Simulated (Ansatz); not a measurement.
One change: `CC#N` becomes `C[Se]CC#N`.

Ansatz, PBE0-D4/def2-TZVP geometries, multiplicity 1. Each molecule was computed in one conformer, which needn't be the lowest.

Scalar relativity is left out up to krypton.

| property | `CC#N` |
| --- | --- |
| HOMO energy (PBE/def2-TZVPP) / eV | -8.10 |
| LUMO energy (ωB97M-V/def2-TZVPP) / eV | 2.25 |
| size of the dipole moment (ωB97M-V/def2-TZVPP) / D | 4.00 |
| HOMO–LUMO gap (PBE/def2-TZVPP) / eV | 7.91 |
| LUMO energy (PBE/def2-TZVPP) / eV | -0.19 |
| LUMO energy (PBE0/def2-TZVPP) / eV | 0.86 |

Problem. Give the same properties after the change, and the shifts. (An estimate is asked.)

Solution. The calculation gave: 
```tsv
property	`C[Se]CC#N`	shift
HOMO energy (PBE/def2-TZVPP) / eV	-5.59	2.51
LUMO energy (ωB97M-V/def2-TZVPP) / eV	1.35	-0.90
size of the dipole moment (ωB97M-V/def2-TZVPP) / D	3.17	-0.83
HOMO–LUMO gap (PBE/def2-TZVPP) / eV	4.01	-3.90
LUMO energy (PBE/def2-TZVPP) / eV	-1.58	-1.39
LUMO energy (PBE0/def2-TZVPP) / eV	-0.63	-1.49
```

With PBE0 the HOMO rises by 2.70 eV and the LUMO falls by 1.49 eV, so the gap narrows by about 4.19 eV. PBE moves the HOMO by 2.51 eV and ωB97M-V by 2.83 eV. Dipoles are sizes alone; their direction can turn.

Spin–orbit coupling is left out; it splits and shifts lone-pair levels of the heavy atoms by tenths of an eV.
